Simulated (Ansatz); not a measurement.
Ansatz (a program for electronic structure) input for AlBr2, SMILES [Br][Al+][Br], charge +1, CAM-B3LYP/def2-SVPD. Geometry: B3LYP-D3(BJ)/def2-TZVP. The spin state was assumed, not searched. The isomer is the one that the SMILES or the coordinates give; other isomers of the formula were not compared.

Ansatz 0.2 input:
```yaml
crystal:
  periodic: [false, false, false]
  atoms:
    - {symbol: Al, position_ang: [0.00000000, 0.00000000, 0.00000000]}
    - {symbol: Br, position_ang: [0.00000000, 0.00000000, -2.15640078]}
    - {symbol: Br, position_ang: [0.00000000, 0.00000000, 2.15640078]}
basis:
  gaussian:
    orbitals: def2-SVPD
hamiltonian:
  xc: {name: CAM-B3LYP}
total_charge: 1
```

Program output:

```
WARN ansatz: RAYON_NUM_THREADS=1 ignored (pool sized by the plan → 1); use --threads N
Functional definition: CAM-B3LYP
integrals: 0.06 GiB planned
992 factors; integrals over basis functions are off by at most 5.9e-4 eV
integrals: 0.12 GiB planned
312 factors; integrals over basis functions are off by at most 2.9e-5 eV
mean field: 0.67 GiB planned
mean field evaluation 1: about -146670.2981 eV, gradient 2.5e1 eV
mean field evaluation 2: about -146670.3752 eV, gradient 2.9e1 eV
mean field evaluation 4: about -146672.3731 eV, gradient 2.9e-1 eV
mean field evaluation 8: about -146672.3808 eV, gradient 2.2e-2 eV
mean field evaluation 16: about -146672.3808 eV, gradient 1.5e-5 eV
mean field -146672.38079593 eV, -5390.1105761402 hartree, gradient 1.1e-5 eV, S^2 0.000000; 0 other end points of the search recorded, 0 dependent functions left out
reference -146672.38093070 eV, -5390.1105810925 hartree; 41, 41 occupied and 65, 65 virtual orbitals, 992 factors
Total energy: -146672.38093070 eV, -5390.1105810925 hartree
```

The calculation finished and met its thresholds.
